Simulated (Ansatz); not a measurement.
`C[O][In]([OH])[O][SiH3]` and `C[O][In]([O][SiH3])[N](C)C` differ in one atom or group.

Ansatz, PBE0-D4/def2-TZVP geometries, multiplicity 1. Each molecule was computed in one conformer, which needn't be the lowest.

Elements past krypton have def2 core potentials.

```
                               property  `C[O][In]([OH])[O][SiH3]`
     LUMO energy (PBE0/def2-TZVPP) / eV                      -2.14
  HOMO energy (ωB97M-V/def2-TZVPP) / eV                     -10.42
HOMO–LUMO gap (ωB97M-V/def2-TZVPP) / eV                      10.13
    LUMO energy (B3LYP/def2-TZVPP) / eV                      -2.48
    HOMO–LUMO gap (PBE/def2-TZVPP) / eV                       3.41
     HOMO energy (PBE0/def2-TZVPP) / eV                      -8.01
```

Task: Give the same properties after the change, and the shifts. (An estimate is asked.)

Result: Ansatz gave: 
```csv
property,`C[O][In]([O][SiH3])[N](C)C`,shift
LUMO energy (PBE0/def2-TZVPP) / eV,-1.59,0.55
HOMO energy (ωB97M-V/def2-TZVPP) / eV,-8.70,1.72
HOMO–LUMO gap (ωB97M-V/def2-TZVPP) / eV,8.97,-1.16
LUMO energy (B3LYP/def2-TZVPP) / eV,-1.90,0.58
HOMO–LUMO gap (PBE/def2-TZVPP) / eV,2.64,-0.77
HOMO energy (PBE0/def2-TZVPP) / eV,-6.41,1.60
```

With PBE0 the HOMO rises by 1.60 eV and the LUMO rises by 0.55 eV, so the gap narrows by about 1.05 eV. PBE moves the HOMO by 1.31 eV and ωB97M-V by 1.72 eV.

B3LYP here is the variant with VWN-RPA as its local correlation; programs differ in this.
